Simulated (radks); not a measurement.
Spherical jellium clusters: N electrons in a uniform positive sphere of charge N and radius rs N^(1/3), rs = 5.95 bohr. Method: non-relativistic Kohn-Sham, LDA (Slater exchange, Perdew-Wang correlation), spin-polarised, spherical densities; computed with a radial shooting solver with Libxc functionals. Levels are named by radial order and angular momentum (1s, 1p, 1d, 2s, ...), and open shells are averaged over m.

N = 28, configuration 1s2 1p6 1d10 2s2 1f(up 7, down 1). This is the lowest configuration that the search found. Occupied and some empty levels:

level    occupation  eigenvalue (eV)  <r> (bohr)
1s up             1          -3.3304       11.39
1s down           1          -3.2129       10.54
1p up             3          -3.0610       13.06
1p down           3          -2.8972       12.73
1d up             5          -2.6979       14.10
1d down           5          -2.5138       14.00
2s up             1          -2.4483       10.27
2s down           1          -2.3724       10.83
1f up             7          -2.2492       14.91
1f down           1          -2.0582       14.93
2p up             0          -1.8371       11.98
2p down           0          -1.7600       12.11
1g up             0          -1.7250       15.62
1g down           0          -1.5355       15.74
2d up             0          -1.2210       13.91
2d down           0          -1.1313       13.96

Energy (eV): total -49.5219, kinetic 24.322, external -1414.9, Hartree 707.22, exchange-correlation -74.577, background 708.46.
